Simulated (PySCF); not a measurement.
# PrH from Hartree–Fock to correlated methods

State: quintet, about 2.8 electrons in the 4f shell (Mulliken), real f orbitals that mix terms. Set-up: basis Pr x2c-SVPall, H x2c-SVPall; spin-free X2C with a Gaussian nucleus; PySCF 2.14. De refers to Pr (4f3 6s2) + H in their high-spin ground configurations, without counterpoise correction. The functionals are run spin-unrestricted. A positive dipole means Pr(−)H(+). Levels whose curve was spin-contaminated or gave no clean fit are not listed.

| Level | Re (Å) | ωe (cm⁻¹) | De (eV) | μ (D) |
| --- | --- | --- | --- | --- |
| UHF | 2.209 | 1247 | n/a | -3.78 |
| UHF-MP2 | 2.131 | 1308 | n/a | n/a |
| UHF-SCS-MP2 | 2.145 | 1298 | n/a | n/a |
| PBE | 2.117 | 1260 | 2.38 | -3.19 |
| r²SCAN | 2.125 | 1271 | 2.64 | -3.50 |
| PBE0 | 2.128 | 1263 | 2.26 | -3.52 |
| M06 | 2.142 | 1236 | 1.82 | -3.55 |

The bond length runs from 2.117 Å (PBE) to 2.209 Å (UHF). De spans 1.82 eV (M06, hybrid meta-GGA) to 2.64 eV (r²SCAN, meta-GGA).

Correlated steps freeze 18 core orbitals. Spin–orbit coupling is left out, which matters for elements this heavy, above all for dissociation energies. The state is the lowest single determinant that the PBE0 search found; with open d or f shells the true ground state can be another one.

The whole job (state search and all levels along the bond) took about 17 min on 2 threads of Arm Neoverse V1 (shared host), peak memory 2.8 GiB.
